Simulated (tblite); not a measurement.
CH8NPSi2.
SMILES with atom numbers: `[CH2:1]=[P:2][N:3]([SiH3:4])[SiH3:5]` (hydrogens: H6, H7 on C1; H8, H9, H10 on Si4; H11, H12, H13 on Si5)

Computed with GFN2-xTB (tblite), gas phase: L-BFGS steps from a force-field or distance-geometry start until the largest atomic force falls under 0.01 eV/Å.

Geometry at step 60:
```
atom  x, y, z in Å
C1      2.3167    0.0757   -0.9233
P2      1.4625    0.7711    0.3277
N3     -0.1379    0.2040    0.0763
Si4    -0.5006   -1.4763   -0.2348
Si5    -1.4106    1.3814    0.3247
H6      1.8519   -0.5470   -1.6714
H7      3.3843    0.2074   -0.9744
H8     -1.5039   -1.8940    0.7612
H9      0.7674   -2.1969   -0.0632
H10    -1.0177   -1.5807   -1.6142
H11    -0.9342    2.6506   -0.2264
H12    -1.7096    1.5138    1.7513
H13    -2.5727    0.8912   -0.4126
```

Q: Give the atomic forces at this geometry.

A: 
| atom | Fx (eV/Å) | Fy (eV/Å) | Fz (eV/Å) |
| --- | --- | --- | --- |
| C1 | -0.038 | -0.018 | 0.078 |
| P2 | 0.016 | 0.001 | -0.115 |
| N3 | -0.027 | 0.015 | 0.055 |
| Si4 | -0.060 | -0.050 | -0.040 |
| Si5 | -0.032 | 0.033 | -0.022 |
| H6 | 0.067 | 0.005 | 0.009 |
| H7 | -0.032 | 0.039 | -0.022 |
| H8 | 0.140 | 0.039 | -0.181 |
| H9 | -0.175 | 0.006 | -0.004 |
| H10 | 0.070 | -0.016 | 0.214 |
| H11 | 0.021 | -0.013 | 0.013 |
| H12 | 0.028 | -0.025 | 0.008 |
| H13 | 0.022 | -0.016 | 0.008 |

The largest, 0.23 eV/Å, acts on H8 (H10 within 3 % of it); the rms over all components is 0.068 eV/Å. The forces sum to zero within rounding, as they must for an isolated molecule in no field.

Q: Give the force on H8 in Eh/bohr and in nN.

A: 0.232 eV/Å ÷ 51.422 = 0.00451 Eh/bohr, and 0.232 eV/Å × 1.602 = 0.37 nN.

Q: How far is this geometry from the end of the optimisation?

A: 0.054 eV above it, and 0.706 Å rms away after alignment. The bonds farthest from their final lengths, with half the difference of the two atoms' forces along the bond (positive lengthens):

| bond | now (Å) | final (Å) | force along bond (eV/Å) |
| --- | --- | --- | --- |
| Si4–H8 | 1.474 | 1.458 | -0.13 |
| Si4–H10 | 1.477 | 1.461 | -0.14 |
| P2–N3 | 1.716 | 1.707 | +0.01 |
| N3–Si5 | 1.751 | 1.757 | 0.00 |
| Si5–H11 | 1.463 | 1.459 | -0.02 |
| Si4–H9 | 1.469 | 1.465 | -0.06 |

The angle farthest from its final value is N3–Si4–H9, 105.8° against 109.4°.

Of the 2 listed bonds off by 0.010 Å or more, this force points towards the final length in 2.

The cost below is that of the whole relaxation. Hardware: Arm Neoverse V1, one thread, no GPU (shared host). Cost: 0.94 s.
